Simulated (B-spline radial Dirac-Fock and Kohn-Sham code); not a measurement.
Auger decay of the 4d5/2 hole in Eu³⁺

System: Eu³⁺, configuration 1s2 2s2 2p6 3s2 3p6 3d10 4s2 4p6 4d10 4f6 5s2 5p6, inside a Watson sphere of charge -3 and radius 1.6 Å (a model of the Madelung potential; inside it an electron's potential energy is raised by 27.0 eV).

Method: one-electron (LDA, Dirac) transition rates at Dirac-Fock energies. Computed with an atomic code on a B-spline grid. Kinetic energies are configuration averages from the vacuum level; the two-hole energies are estimated from single-hole states.

```tsv
transition	kinetic energy (eV)	width (meV)	share (%)
N5-O1O1	23.97	15.7	0.9
N5-O1O2	49.98	9.08	0.5
N5-O1O3	54.47	23.6	1.4
N5-N6O1	66.26	24.2	1.4
N5-N7O1	66.93	199	11.7
N5-O2O3	77.30	17.6	1.0
N5-O3O3	81.52	9.96	0.6
N5-N6O2	90.68	14.6	0.9
N5-N7O2	91.25	193	11.3
N5-N6O3	95.32	49.9	2.9
N5-N7O3	96.02	261	15.3
N5-N6N6	105.1	13.5	0.8
N5-N6N7	105.8	508	29.8
N5-N7N7	106.5	367	21.5
```

Coster-Kronig rates are the weakest part of this model and often come out 1.5 to 2.5 times too large. The listed channels hold 100 % of the non-radiative rate. Summed by principal shells, of 1.71 eV in all: NNN 52.0 %, NNO 43.4 %, NOO 4.5 %.
